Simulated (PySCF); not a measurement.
## Ho(NH2)3 relaxed at several levels

Computed with PySCF 2.14.0, def2-SVP on the ligands, density fitting, scalar-relativistic core potentials, no spin-orbit coupling, vacuum. Each row is relaxed at its own level from the same template. Distances are means of the shortest metal–ligand contacts, charges and spins Mulliken's; removal energies are rigid, with the ligand's formal charge and no counterpoise, so too large; for an anion taken off a cation in vacuum most of it is the attraction of opposite charges, and multiply charged cations can part far more cheaply with an electron moved from ligand to metal. lcecp potentials hold a fixed number of 4f electrons in the core, out of states, spins and gaps.

```json
{"level": "B3LYP", "basis on the metal": "lcecp-1-SVP with ECP56", "point group": "Cs, nearly D3h", "M–NH2 (Å)": "2.176", "charge on M (e)": "0.83", "dipole (D)": "0.11", "removal of one NH2 (eV)": "10.74", "strongest infrared band, degenerate modes summed (cm⁻¹)": "535", "unstable modes (below −25 cm⁻¹)": "0"}
```

**Question.** What does the calculation give for PBE0, lcecp-1-SVP with ECP56?

**Answer.** point group: nearly D3h, M–NH2 (Å): 2.163, charge on M (e): 0.90, dipole (D): 0.04, removal of one NH2 (eV): 10.75, unstable modes (below −25 cm⁻¹): not given.
```xyz
10

Ho   -0.0069    0.0034    0.0133
N     2.1552    0.0003   -0.0074
H     2.7737   -0.8065    0.0837
H     2.7767    0.8035   -0.1089
N    -1.0847    1.8655   -0.2163
H    -2.0956    2.0068   -0.2273
H    -0.6831    2.7963   -0.3352
N    -1.0778   -1.8636    0.2296
H    -0.6699   -2.7944    0.3238
H    -2.0875   -2.0113    0.2448
```

Moved off a saddle point of the template and relaxed again: B3LYP, PBE0. One start shape was tried for each, so a minimum needn't be the lowest isomer.
